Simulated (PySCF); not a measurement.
Cu(OH) (CuHO), SMILES [OH][Cu], multiplicity 1.

Geometry optimised at r2SCAN-D4/def2-TZVP. The spin state was assumed, not searched.

Calculation: PySCF with CAM-B3LYP/def2-TZVPD.

Symmetry labels are those of the subgroup Cs that the program uses (full group Cs).

Q: List the valence orbital energies around the gap with their symmetry. (An estimate is asked for; the answer gives what the named calculation found.)

A: 
```
orbital  symmetry  energy (eV)
-------  --------  -----------
HOMO−7         A'       -13.58
HOMO−6         A'       -11.04
HOMO−5         A"       -10.73
HOMO−4         A'        -9.91
HOMO−3         A"        -9.91
HOMO−2         A'        -9.64
HOMO−1         A'        -8.48
HOMO           A"        -8.35
LUMO           A'        -1.84
LUMO+1         A'         0.60
LUMO+2         A"         0.76
LUMO+3         A'         1.21
```
